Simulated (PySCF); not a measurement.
C₇H₇NO₂.
Bonds: O1–C2 (double), C2–O3, O3–C4, C4–C5, C5–C6 (aromatic), C6–C7 (aromatic), C7–C8 (aromatic), C8–C9 (aromatic), C9–N10 (aromatic), C5–N10 (aromatic). Hydrogens: H11 on C2; H12, H13 on C4; H14 on C6; H15 on C7; H16 on C8; H17 on C9.

Method: PBE0-D3(BJ)/def2-SVP geometry optimisation, gas phase (PySCF).

What internal coordinates does the optimisation give?

```tsv
bond	length (Å)
O1=C2	1.199
C2–O3	1.327
O3–C4	1.433
C4–C5	1.506
C5–C6	1.401
C6–C7	1.391
C7–C8	1.393
C8–C9	1.394
C9–N10	1.330
C5–N10	1.333
C2–H11	1.110
C4–H12, C4–H13	1.098
C6–H14	1.092
C7–H15	1.093
C8–H16	1.092
C9–H17	1.096
```

Bonds in one row agree within 0.01 Å and their mean is given. A selection of angles:
```tsv
angle	degrees
O1–C2–O3	126.3
C2–O3–C4	117.7
O3–C4–C5	111.9
C4–C5–C6	121.2
C4–C5–N10	116.1
C6–C5–N10	122.6
C5–C6–C7	118.5
C6–C7–C8	118.9
C7–C8–C9	118.2
C8–C9–N10	123.4
C5–N10–C9	118.5
```

Dihedral angles: O1–C2–O3–C4 -2° (synperiplanar); C2–O3–C4–C5 93° (anticlinal); O3–C4–C5–C6 -71° (synclinal). The mirror-image conformer, all signs reversed, is as good.

The 3 C–O bonds span 1.199 Å (O1=C2, drawn double) to 1.433 Å (O3–C4, drawn single), a spread of 0.234 Å. N10 (pyridine-type nitrogen) is bent (angle 118.5°). The 5 C–C bonds span 1.391 Å (C6–C7, aromatic) to 1.506 Å (C4–C5, drawn single), a spread of 0.115 Å. Of the pairs four or more bonds apart, O1···H12 is among the closest relative to their van der Waals radii: 2.38 Å, 88 % of the sum of Bondi's values. The 6-membered ring C5–C6–C7–C8–C9–N10 has internal angles of 118.2° to 123.4°; it is planar, 0.00 Å rms from its mean plane, widest ring torsion 1°.

Point group: C1 (no symmetry element, even within 0.4 Å). No frequency check. The numbers are those of one conformer.
